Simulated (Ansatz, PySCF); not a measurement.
Lewis adduct: BH3 (SMILES B) (first 4 atoms) with C3H9N (SMILES CN(C)C); geometry from B3LYP-D3(BJ)/def2-TZVP, rigid monomers moved along the line of their centres of mass till B1···N6 is 1.90 Å.
(charge 0, multiplicity 1):
```xyz
17

B     -0.38676     0.02679     1.27119
H      0.48750     0.64584     0.70918
H     -0.41461    -1.14254     0.96246
H     -1.46898     0.56276     1.20110
C      1.39727    -0.58455     3.29862
N      0.07433     0.05459     3.10971
C      0.13291     1.45639     3.58495
C     -0.94548    -0.68626     3.88784
H      1.67731    -0.57705     4.35460
H      2.13382    -0.03988     2.71400
H      1.34520    -1.60704     2.93424
H      0.39845     1.48930     4.64418
H     -0.83886     1.91748     3.42999
H      0.87413     1.99233     2.99816
H     -0.69398    -0.67855     4.95098
H     -1.91266    -0.21646     3.73038
H     -0.98744    -1.70879     3.52233
```

Counterpoise-corrected where a basis set is named; no monomer relaxation.

Frozen-core correlation.

The values were computed with Ansatz (an electronic-structure program) with Gaussian orbitals; PySCF for the dispersion terms. Each number belongs to the level named beside it.

PBE/def2-TZVPPD gives -47.17 kcal/mol for the interaction energy.

Problem. Predict the shift from PBE, with its sign, for: PBE-D3(BJ)/def2-TZVPPD, r2SCAN/def2-TZVPPD, PBE0/def2-TZVPPD, MP2/aug-cc-pVDZ.

Solution. PBE-D3(BJ)/def2-TZVPPD -2.70; r2SCAN/def2-TZVPPD -2.03; PBE0/def2-TZVPPD -0.15; MP2/aug-cc-pVDZ -0.03 kcal/mol. 0 of 4 lie above PBE; the widest gap is to PBE-D3(BJ)/def2-TZVPPD.
